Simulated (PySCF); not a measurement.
## Removing an electron from TiBr4

Species: TiBr4 (singlet state).
SMILES with atom numbers: `[Br:1][Ti:2]([Br:3])([Br:4])[Br:5]`

Cartesian coordinates in Å at the PBE0-D3(BJ)/def2-SVP level; atoms count from 1:
```xyz
5
TiBr4 angstrom
Br     1.8662   -1.3021    0.3297
Ti    -0.0025   -0.0031   -0.0188
Br    -1.4622   -1.0700   -1.4560
Br    -1.0706    0.3584    1.9888
Br     0.6863    2.0225   -0.8780
```

Level: PBE0/def2-SVPD (PySCF). Frontier orbitals with their largest atomic shares (Löwdin; up to four atoms above 4 %):

```
orbital  ε (eV)                              main atoms
 HOMO−3   -9.82  Br3 34 %, Br4 25 %, Br5 15 %, Br1 15 %
 HOMO−2   -8.82                                       ?
 HOMO−1   -8.81                                       ?
   HOMO   -8.80                                       ?
   LUMO   -3.90     Ti2 76 %, Br4 6 %, Br1 6 %, Br5 6 %
 LUMO+1   -3.89     Ti2 76 %, Br5 6 %, Br1 6 %, Br4 6 %
 LUMO+2   -3.32    Ti2 66 %, Br3 10 %, Br5 9 %, Br1 8 %
```

Task: What vertical ionisation energy does ΔSCF give, and how far is −ε(HOMO) from it?

Result: ΔSCF: 10.51 eV (1014 kJ/mol; threshold wavelength 118 nm); ⟨S²⟩ of the doublet left behind is 0.776, against 0.75 for a pure doublet. −ε(HOMO) is 8.80 eV, 1.71 eV below it. In exact Kohn–Sham theory the two would be equal; PBE0 (global hybrid, 25 % exact exchange) falls short of its own ΔSCF value by 16 %.

Task: On which atoms does the HOMO lie?

Result: HOMO: Br5 37 %, Br1 29 %, Br4 25 %, Br3 9 %; HOMO−1: Br4 36 %, Br3 32 %, Br1 20 %, Br5 11 %; HOMO−2: Br3 34 %, Br5 27 %, Br1 25 %, Br4 14 %. These 3 orbitals lie within 0.02 eV of one another. The HOMO−3 lies 1.02 eV lower.

Task: And the vertical electron affinity, the fundamental gap, Mulliken's electronegativity and the hardness (with the factor ½)?

Result: EA = 2.81 eV by ΔSCF (−ε(LUMO) = 3.90 eV). IE − EA = 7.70 eV against an orbital gap of 4.90 eV; (IE + EA)/2 = 6.66 eV; (IE − EA)/2 = 3.85 eV. Parr's electrophilicity index (IE + EA)²/[8(IE − EA)] is 2.88 eV.

Task: How many of the 10 lowest singlet excitations (vertical TDDFT, same level) lie below the ionisation energy?

Result: All 10; they run from 3.50 to 4.16 eV.

Task: The lowest singlet excitation (vertical TDDFT, same level) lies at 3.50 eV. How far is it below IE − EA?

Result: IE − EA = 7.70 eV, so by 4.20 eV.

Task: With α = 127.7 au, estimate the like-pair dispersion coefficient by London's formula C6 = (3/4)α²I.

Result: I = 0.3863 Eh, so C6 ≈ 4720 au, a rough estimate.

Geometry: PBE0-D3(BJ)/def2-SVP; no solvent, vibrations or thermal averaging. The calculation is non-relativistic, for bromine too.

These values come from a run that also computed excited states and ΔSCF ions. Hardware: an x86-64 server with one thread, on a shared host. Cost: 11 min wall, 6.0 min CPU (with the writing of density and orbital grids).
